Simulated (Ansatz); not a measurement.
One change: `C[SiH2]O[SiH2]Cl` becomes `BO[SiH2]C`.

Ansatz, PBE0-D4/def2-TZVP geometries, multiplicity 1. Each molecule was computed in one conformer, which needn't be the lowest.

```json
{"property": "HOMO energy (ωB97M-V/def2-TZVPP) / eV", "`C[SiH2]O[SiH2]Cl`": "-10.93"}
{"property": "LUMO energy (PBE/def2-TZVPP) / eV", "`C[SiH2]O[SiH2]Cl`": "-0.68"}
{"property": "size of the dipole moment (B3LYP/def2-TZVPP) / D", "`C[SiH2]O[SiH2]Cl`": "0.86"}
{"property": "HOMO energy (B3LYP/def2-TZVPP) / eV", "`C[SiH2]O[SiH2]Cl`": "-8.46"}
{"property": "HOMO–LUMO gap (ωB97M-V/def2-TZVPP) / eV", "`C[SiH2]O[SiH2]Cl`": "12.83"}
{"property": "LUMO energy (ωB97M-V/def2-TZVPP) / eV", "`C[SiH2]O[SiH2]Cl`": "1.90"}
```

Task: What does the change do to each property? (Estimate.)

Result: Ansatz gave: 
| property | `BO[SiH2]C` | shift |
| --- | --- | --- |
| HOMO energy (ωB97M-V/def2-TZVPP) / eV | -10.68 | 0.25 |
| LUMO energy (PBE/def2-TZVPP) / eV | -1.53 | -0.85 |
| size of the dipole moment (B3LYP/def2-TZVPP) / D | 1.53 | 0.67 |
| HOMO energy (B3LYP/def2-TZVPP) / eV | -8.12 | 0.34 |
| HOMO–LUMO gap (ωB97M-V/def2-TZVPP) / eV | 12.01 | -0.82 |
| LUMO energy (ωB97M-V/def2-TZVPP) / eV | 1.32 | -0.58 |

With PBE0 the HOMO rises by 0.36 eV and the LUMO falls by 0.72 eV, so the gap narrows by about 1.08 eV. PBE moves the HOMO by 0.44 eV and ωB97M-V by 0.25 eV. The zero-point energy changes by 4.1 kJ/mol with -3 modes. Dipoles are sizes alone; their direction can turn.

B3LYP here is the variant with VWN-RPA as its local correlation; programs differ in this.
